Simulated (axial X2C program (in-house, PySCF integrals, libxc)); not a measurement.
**SeN⁺: properties at the nuclei**

Computed with an in-house all-electron X2C program for linear molecules (integrals from PySCF): two-component X2C with atomic mean-field Coulomb and Gaunt terms, Gaussian nuclei, basis Se dyall-cv3z, N dyall-av3z with contracted cores.

R = 1.567 Å (near the PBE0 minimum at charge 1 of the determinant lowest at the starting distance; the state shown can have its own minimum elsewhere).

Determinant lowest in the PBE0 search, Ω = 0 (closed shell), highest spinor 56% N p, 25% Se p, 13% N s:

```tsv
level	qzz Se (a.u.)	qzz N (a.u.)
PBE0	-3.23	-1.21
HF	-3.18	-1.57
r2SCAN	-3.13	-1.18
PBE50	-3.29	-1.31
BP86	-3.10	-1.13
```

qzz is the electric field gradient, eQq0 = 234.96 MHz × Q/barn × qzz. The operators were transformed with the bare-nucleus X2C matrices; with these basis sets, hyperfine constants and field gradients can be off by tens of per cent, and where levels differ in sign neither size nor sign is settled.

(1) With Q(14N) = 0.02044 barn (Q from Pyykkö, Mol. Phys. 2018), turn the PBE0 values of the first state into constants in MHz.

Each state is one determinant with collinear spin. The search compared states at one distance, so a state with another bond length can lie lower.

Answers

(1) eQq0(14N) = 234.96 × (0.02044) × (-1.21) = -5.81 MHz.
